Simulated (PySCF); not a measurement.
diantimony (Sb2), SMILES [Sb]#[Sb].

The structure is a stationary point at B3LYP-D3(BJ)/def2-TZVP. The def2 effective core potentials stand for the cores of Sb; spin–orbit coupling is left out.

Level of theory: TDA-PBE/def2-TZVPD in PySCF 2.14.0.

Vertical excitations; the highest root listed may be one member of a degenerate set.  State labels are in the subgroup D2h.

Computed excitation energies, oscillator strengths and character:
```csv
state,symmetry,energy (eV),λ (nm),f,main pairs
S1,Au,2.31,537,0.000,"HOMO→LUMO+1 50 %, HOMO−1→LUMO 50 %"
S2,Au,2.64,470,0.000,"HOMO−1→LUMO, HOMO→LUMO+1 (degenerate set)"
S3,B1u,2.64,470,0.000,"HOMO→LUMO, HOMO−1→LUMO+1 (degenerate set)"
S4,B3g,3.01,412,0.000,HOMO−2→LUMO+1 (degenerate set)
S5,B2g,3.01,412,0.000,HOMO−2→LUMO (degenerate set)
S6,B1u,4.68,265,0.058,"HOMO−2→LUMO+2 46 %, HOMO→LUMO 25 %, HOMO−1→LUMO+1 25 %"
S7,B3g,5.16,240,0.000,HOMO−1→LUMO+2 (degenerate set)
S8,B2g,5.16,240,0.000,HOMO→LUMO+2 (degenerate set)
S9,B3u,5.76,215,0.219,HOMO→LUMO+3 (degenerate set)
S10,B2u,5.76,215,0.219,HOMO−1→LUMO+3 (degenerate set)
T1,B1u,1.53,812,0,"HOMO−1→LUMO+1 50 %, HOMO→LUMO 50 %"
T2,Au,1.84,674,0,"HOMO→LUMO+1, HOMO−1→LUMO (degenerate set)"
T3,B1u,1.84,674,0,"HOMO→LUMO, HOMO−1→LUMO+1 (degenerate set)"
T4,Au,2.31,537,0,"HOMO−1→LUMO 50 %, HOMO→LUMO+1 50 %"
```
Triplets are in the Tamm–Dancoff approximation.
